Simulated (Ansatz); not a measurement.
A made-up structure of AlNH$_{4}$Se, closed shell:

```
atom    x (Å)    y (Å)    z (Å)
  N1  -0.7076   0.6759  -0.7251
 Al2  -0.3275  -0.3680   0.6438
 Se3   1.8440  -1.1234   0.9755
  H4  -1.6310   1.0307  -0.9153
  H5   2.5620  -2.2468   1.6843
  H6  -1.4539  -0.8009   1.6581
  H7   2.3332  -0.4172  -0.2168
```

It is relaxed with PBE-D4/def2-SVP and then PBE0-D4/def2-TZVP (Ansatz 0.2.0). Atoms count as bonded within 1.22 times the sum of their covalent radii (H–H: 0.88 Å). The end point is not checked to be a true minimum.

Q: Does its bonding change? (Judge from chemistry; the calculation decides.)

A: Computed: Yes. Formed: N1–H7; broken: Se3–H7.

Where it ends: The first stage lowers the energy by 5.21 eV in 24 steps. It ends as AlNH₄Se ([NH2][AlH][SeH]):
N1  (-0.014, 0.164, -0.524)
Al2  (-0.138, -0.606, 1.057)
Se3  (1.699, -1.687, 1.979)
H4  (-0.778, 0.644, -0.972)
H5  (2.538, -1.385, 0.811)
H6  (-1.493, -0.570, 1.862)
H7  (0.805, 0.191, -1.107)
(Å)

Labels in which every atom is bracketed show which atoms are joined, not bond orders.

For scale, one of the runs: PBE0-D4/def2-TZVP relaxation, 140 basis functions, launched by `ansatz run in.yaml --threads 2 --pin off --events-out ev --progress --plain --max-ram 4352MiB`. The run took about 19 s on 2 CPU threads of an Arm Neoverse V1 (shared host).
